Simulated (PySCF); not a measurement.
Ligand exchange on a metal centre used in film growth or etching (Nb Cl-F). Isolated molecules, 0 K electronic values unless said otherwise.

These are PySCF 2.14.0 with B3LYP-D3(BJ)/def2-TZVP // PBE-D3(BJ)/def2-SVP values and carry that method's errors. B3LYP has the VWN-RPA correlation part, as in Gaussian. 

```csv
species,HOMO (eV)
0 of 5 Cl replaced by F,-8.92
1 of 5 Cl replaced by F ([Nb(Cl)4(F)]),-9.12
2 of 5 Cl replaced by F ([Nb(Cl)3(F)2]),-9.85
3 of 5 Cl replaced by F ([Nb(Cl)2(F)3]),(withheld)
4 of 5 Cl replaced by F,-10.72
5 of 5 Cl replaced by F ([Nb(F)5]),-12.00
```

Q: Complete the blanks.

A: 
- 3 of 5 Cl replaced by F ([Nb(Cl)2(F)3]), HOMO (eV): -10.02
